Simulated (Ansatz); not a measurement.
Consider the ligand exchange at the Si–S bond: `F[Si](S)(Cl)Cl` + `O[SiH2]O` → `O[SiH2]O[Si](F)(Cl)Cl` + H₂S.

Calculated with Ansatz (gas phase, PBE0-D4/def2-TZVP geometries, no zero-point term in ΔE). CCSD(T)/CBS adds triple-zeta CCSD(T) − MP2 to the extrapolated MP2 energy (def2 sets, frozen cores). This one scheme is used for every species. DFT in def2-TZVPP. B3LYP here is the variant with VWN-RPA as its local correlation; programs differ in this. One conformer a species, not always the lowest.

```json
{"level": "PBE-D4", "ΔE (kcal/mol)": "-13.0", "difference from CCSD(T)/CBS": "4.5"}
{"level": "r2SCAN-D4", "ΔE (kcal/mol)": "-16.4", "difference from CCSD(T)/CBS": "1.1"}
{"level": "PBE0-D4", "ΔE (kcal/mol)": "-15.0", "difference from CCSD(T)/CBS": "2.5"}
{"level": "ωB97X-V", "ΔE (kcal/mol)": "-17.2", "difference from CCSD(T)/CBS": "0.3"}
{"level": "B2PLYP", "ΔE (kcal/mol)": "-17.6", "difference from CCSD(T)/CBS": "-0.1"}
{"level": "r2SCAN", "ΔE (kcal/mol)": "-16.1", "difference from CCSD(T)/CBS": "1.4"}
{"level": "PBE0", "ΔE (kcal/mol)": "-14.3", "difference from CCSD(T)/CBS": "3.2"}
{"level": "B3LYP", "ΔE (kcal/mol)": "-17.2", "difference from CCSD(T)/CBS": "0.3"}
{"level": "HF/def2-TZVPP", "ΔE (kcal/mol)": "-22.8", "difference from CCSD(T)/CBS": "-5.3"}
{"level": "MP2/def2-TZVPP", "ΔE (kcal/mol)": "-17.0", "difference from CCSD(T)/CBS": "0.5"}
{"level": "SCS-MP2/def2-TZVPP", "ΔE (kcal/mol)": "-18.3", "difference from CCSD(T)/CBS": "-0.8"}
{"level": "CCSD/def2-TZVPP", "ΔE (kcal/mol)": "-19.3", "difference from CCSD(T)/CBS": "-1.8"}
{"level": "CCSD(T)/def2-TZVPP", "ΔE (kcal/mol)": "-18.3", "difference from CCSD(T)/CBS": "-0.8"}
{"level": "SCS-MP2/def2-QZVPP", "ΔE (kcal/mol)": "-18.1", "difference from CCSD(T)/CBS": "-0.6"}
{"level": "HF/CBS(def2)", "ΔE (kcal/mol)": "-23.6", "difference from CCSD(T)/CBS": "-6.1"}
{"level": "MP2/CBS(def2)", "ΔE (kcal/mol)": "-16.2", "difference from CCSD(T)/CBS": "1.3"}
{"level": "CCSD(T)/CBS", "ΔE (kcal/mol)": "-17.5", "difference from CCSD(T)/CBS": "0"}
```

Largest T1 diagnostic among the species: 0.011.

From PBE to PBE0 (25 % exact exchange), in def2-TZVPP and without D4, ΔE moves by −1.9 kcal/mol. In def2-TZVPP, CCSD(T) changes the Hartree–Fock value by +4.5 kcal/mol (the triples alone add +1.0 kcal/mol) and MP2 by +5.8 kcal/mol. The D4 term adds −0.8 kcal/mol with B3LYP and −0.6 kcal/mol with PBE0; it sums over pairs of atoms, weighted by their polarisabilities, and B3LYP, whose exchange is more repulsive, gets the larger term.
